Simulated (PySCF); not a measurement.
B(H)(Cl)(Me) (CH₄BCl), SMILES CBCl. Atoms are numbered in the order given.

```xyz
7

B     -0.6109    -0.4534     0.0000
H     -1.7999    -0.4739     0.0000
Cl     0.1218     1.1464     0.0000
C      0.2487    -1.7433     0.0000
H     -0.0168    -2.3562     0.8695
H     -0.0168    -2.3562    -0.8695
H      1.3251    -1.5766     0.0000
```

Geometry: B3LYP-D3(BJ)/def2-TZVP.

These are M06-2X/def2-TZVPD in PySCF values and carry that method's errors.

ESP charges are fitted to the potential on shells at 1.4 to 2.0 van der Waals radii. Atomic charges (e):

```tsv
atom	ESP fit	IAO
B1	0.40	0.17
H2	…	0.01
Cl3	-0.19	-0.09
C4	…	-0.59
H5	…	0.17
H6	…	0.17
H7	…	0.16
```

Q: Some entries are withheld; supply them. (Estimate from the structure and the level; the computed values follow.)

A: 
- H2, ESP fit: -0.11
- C4, ESP fit: -0.53
- H5, ESP fit: 0.15
- H6, ESP fit: 0.15
- H7, ESP fit: 0.13
